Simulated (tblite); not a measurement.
Compound: C5H12N2OSi.
Atom-mapped SMILES: `[CH3:1][C@@:2]([CH2:3][OH:4])([CH2:5][C:6]#[N:7])[SiH2:8][NH2:9]` (hydrogens: H10, H11, H12 on C1; H13, H14 on C3; H15 on O4; H16, H17 on C5; H18, H19 on Si8; H20, H21 on N9)

Computed with GFN2-xTB (tblite), gas phase: L-BFGS steps from a force-field or distance-geometry start until the largest atomic force falls under 0.01 eV/Å.

Step 23: E = -773.7877 eV
```
atom  x, y, z in Å  |  force x, y, z in eV/Å
C1     -0.8652   -0.5051    1.6405    0.005   0.012   0.045
C2     -0.4078   -0.0519    0.2525   -0.114   0.009   0.019
C3     -1.4320   -0.5400   -0.7774   -0.025  -0.080  -0.048
O4     -1.6217   -1.9315   -0.7677    0.014  -0.082   0.044
C5     -0.4260    1.4881    0.2240    0.014  -0.004   0.000
C6     -0.0231    2.0366   -1.0416    0.002  -0.006   0.034
N7      0.3064    2.4971   -2.0360    0.015  -0.040  -0.018
Si8     1.3549   -0.6984   -0.1743   -0.104   0.063   0.039
N9      2.4602    0.3369    0.6587    0.061  -0.043  -0.015
H10    -0.8785   -1.5907    1.7106    0.026   0.020  -0.063
H11    -0.2032   -0.1198    2.4118    0.050   0.001   0.015
H12    -1.8783   -0.1559    1.8474    0.039   0.044  -0.016
H13    -2.4239   -0.1249   -0.5576    0.063  -0.006  -0.039
H14    -1.1289   -0.2026   -1.7802   -0.044   0.030  -0.029
H15    -0.7719   -2.3663   -0.8935   -0.008   0.020  -0.065
H16     0.2670    1.8647    0.9814   -0.063   0.041   0.031
H17    -1.4391    1.8522    0.4388    0.089   0.021   0.056
H18     1.4912   -0.6812   -1.6309    0.062  -0.002  -0.073
H19     1.5454   -2.0645    0.3163   -0.029  -0.022   0.057
H20     2.8835    1.0864    0.1331   -0.090   0.053  -0.003
H21     3.1819   -0.1122    1.1984    0.038  -0.028   0.027
```

Step 24: E = -773.7912 eV
```
atom  x, y, z in Å  |  force x, y, z in eV/Å
C1     -0.8611   -0.5019    1.6398   -0.011  -0.012   0.088
C2     -0.4061   -0.0511    0.2513   -0.085   0.006   0.034
C3     -1.4305   -0.5412   -0.7768   -0.026  -0.098  -0.019
O4     -1.6252   -1.9313   -0.7637    0.023  -0.106   0.051
C5     -0.4268    1.4886    0.2225    0.006  -0.015   0.021
C6     -0.0237    2.0370   -1.0420    0.049   0.045  -0.069
N7      0.3057    2.4956   -2.0383   -0.015  -0.079   0.072
Si8     1.3544   -0.7008   -0.1713   -0.057   0.044   0.035
N9      2.4606    0.3334    0.6617    0.064  -0.038  -0.005
H10    -0.8801   -1.5864    1.7110    0.021  -0.017  -0.081
H11    -0.1994   -0.1246    2.4146    0.092   0.031   0.001
H12    -1.8700   -0.1479    1.8520   -0.012   0.056  -0.026
H13    -2.4178   -0.1220   -0.5569   -0.023   0.014  -0.015
H14    -1.1324   -0.2098   -1.7799    0.003   0.070  -0.091
H15    -0.7814   -2.3677   -0.9198   -0.004   0.009  -0.054
H16     0.2593    1.8665    0.9855   -0.045   0.042   0.014
H17    -1.4415    1.8482    0.4347    0.066   0.032   0.054
H18     1.4938   -0.6807   -1.6286    0.057  -0.015  -0.061
H19     1.5476   -2.0658    0.3252   -0.040   0.005   0.038
H20     2.8748    1.0901    0.1399   -0.092   0.071  -0.016
H21     3.1907   -0.1115    1.1933    0.030  -0.047   0.028
```

Step 25: E = -773.7950 eV
```
atom  x, y, z in Å  |  force x, y, z in eV/Å
C1     -0.8566   -0.4985    1.6404   -0.022  -0.025   0.096
C2     -0.4058   -0.0501    0.2507   -0.022  -0.004   0.034
C3     -1.4296   -0.5438   -0.7767   -0.022  -0.082   0.010
O4     -1.6279   -1.9330   -0.7581    0.033  -0.100   0.045
C5     -0.4274    1.4891    0.2213   -0.005  -0.021   0.037
C6     -0.0237    2.0375   -1.0423    0.078   0.072  -0.129
N7      0.3051    2.4927   -2.0409   -0.032  -0.100   0.129
Si8     1.3526   -0.7025   -0.1675    0.016   0.010   0.011
N9      2.4619    0.3293    0.6653    0.050  -0.029  -0.009
H10    -0.8812   -1.5823    1.7097    0.008  -0.046  -0.082
H11    -0.1932   -0.1290    2.4172    0.116   0.050  -0.019
H12    -1.8612   -0.1379    1.8562   -0.060   0.057  -0.017
H13    -2.4117   -0.1184   -0.5564   -0.106   0.016   0.001
H14    -1.1362   -0.2169   -1.7814    0.039   0.084  -0.111
H15    -0.7914   -2.3691   -0.9495    0.000  -0.007  -0.042
H16     0.2500    1.8691    0.9907   -0.014   0.038  -0.005
H17    -1.4427    1.8444    0.4318    0.021   0.052   0.046
H18     1.4977   -0.6801   -1.6270    0.044  -0.028  -0.016
H19     1.5484   -2.0669    0.3361   -0.054   0.046   0.012
H20     2.8631    1.0951    0.1467   -0.089   0.071  -0.010
H21     3.2008   -0.1118    1.1879    0.021  -0.053   0.017
```

Question: Estimate the geometry and energy of step 26. (The exact step hangs on the optimiser's Hessian estimate; all steps are aligned on step 25, rigid shifts and turns removed.)

Answer: E = -773.7987 eV, largest force 0.154 eV/Å
```
atom  x, y, z in Å  |  force x, y, z in eV/Å
C1     -0.8526   -0.4955    1.6424   -0.025  -0.023   0.065
C2     -0.4063   -0.0491    0.2507    0.039  -0.017   0.018
C3     -1.4295   -0.5473   -0.7769   -0.019  -0.035   0.026
O4     -1.6289   -1.9365   -0.7514    0.046  -0.065   0.026
C5     -0.4278    1.4895    0.2208   -0.016  -0.018   0.041
C6     -0.0227    2.0375   -1.0426    0.072   0.061  -0.104
N7      0.3047    2.4885   -2.0434   -0.026  -0.090   0.122
Si8     1.3507   -0.7036   -0.1635    0.080  -0.021  -0.020
N9      2.4640    0.3247    0.6687    0.029  -0.019  -0.015
H10    -0.8818   -1.5792    1.7062   -0.012  -0.051  -0.062
H11    -0.1846   -0.1323    2.4188    0.113   0.050  -0.042
H12    -1.8532   -0.1267    1.8594   -0.081   0.041   0.005
H13    -2.4077   -0.1145   -0.5559   -0.143  -0.011   0.004
H14    -1.1397   -0.2230   -1.7846    0.052   0.068  -0.070
H15    -0.8006   -2.3706   -0.9793   -0.003  -0.018  -0.027
H16     0.2404    1.8721    0.9967    0.024   0.029  -0.025
H17    -1.4431    1.8417    0.4306   -0.028   0.071   0.028
H18     1.5026   -0.6797   -1.6257    0.028  -0.040   0.037
H19     1.5471   -2.0668    0.3474   -0.063   0.075  -0.011
H20     2.8491    1.1011    0.1532   -0.076   0.058   0.012
H21     3.2111   -0.1133    1.1826    0.011  -0.044  -0.006
```

The energy changes by -0.0037 eV. The first-order estimate −F·Δx gives -0.0052 eV and the mean of the old and new forces, exact on a quadratic surface, -0.0038 eV. The step makes an angle of 76° with the force vector and moves no atom by more than 0.031 Å.

What follows is the cost of the whole relaxation. Hardware: Arm Neoverse N1, one thread, on a shared host. Cost: 1.5 s of wall time.
